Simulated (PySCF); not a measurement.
Electron correlation in Ne⁺ (neon, charge +1)

[He] 2s2 2p5, 2P determinant. Computed with PySCF 2.14 in aug-cc-pVTZ, with the non-relativistic Hamiltonian (point nucleus). Frozen: 1s2; 7 electrons correlated.

```tsv
level	correlation energy (mhartree)
CCSD	-211.67
(T)	-2.76
CCSD(T)	-214.43
```

Diagnostics: T1 = 0.0042, D1 = 0.0065, largest double amplitude 0.024.

Cost of the coupled-cluster step: roughly 2.1 core-seconds, for 7 correlated electrons.
